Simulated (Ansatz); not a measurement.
One change: `[GeH3]/[CH]=C\Br` becomes `F/C=[CH]/[GeH3]`.

Ansatz, PBE0-D4/def2-TZVP geometries, multiplicity 1. 

Scalar relativity is left out up to krypton.

```
                                        property  `[GeH3]/[CH]=C\Br`
              HOMO energy (PBE0/def2-TZVPP) / eV               -7.51
             HOMO energy (B3LYP/def2-TZVPP) / eV               -7.27
             HOMO–LUMO gap (PBE/def2-TZVPP) / eV                4.69
           HOMO–LUMO gap (B3LYP/def2-TZVPP) / eV                6.31
size of the dipole moment (B3LYP/def2-TZVPP) / D                1.32
           HOMO energy (ωB97M-V/def2-TZVPP) / eV               -9.66
```

Give the same properties after the change, and the shifts. (Estimate.)

Ansatz gave: 
| property | `F/C=[CH]/[GeH3]` | shift |
| --- | --- | --- |
| HOMO energy (PBE0/def2-TZVPP) / eV | -7.77 | -0.26 |
| HOMO energy (B3LYP/def2-TZVPP) / eV | -7.54 | -0.27 |
| HOMO–LUMO gap (PBE/def2-TZVPP) / eV | 5.43 | 0.74 |
| HOMO–LUMO gap (B3LYP/def2-TZVPP) / eV | 7.19 | 0.88 |
| size of the dipole moment (B3LYP/def2-TZVPP) / D | 0.90 | -0.42 |
| HOMO energy (ωB97M-V/def2-TZVPP) / eV | -9.99 | -0.33 |

With PBE0 the HOMO falls by 0.26 eV and the LUMO rises by 0.65 eV, so the gap widens by about 0.91 eV. PBE moves the HOMO by -0.16 eV and ωB97M-V by -0.33 eV. Dipoles are sizes alone; their direction can turn.

B3LYP here is the variant with VWN-RPA as its local correlation; programs differ in this.

Spin–orbit coupling is left out; it splits and shifts lone-pair levels of the heavy atoms by tenths of an eV.
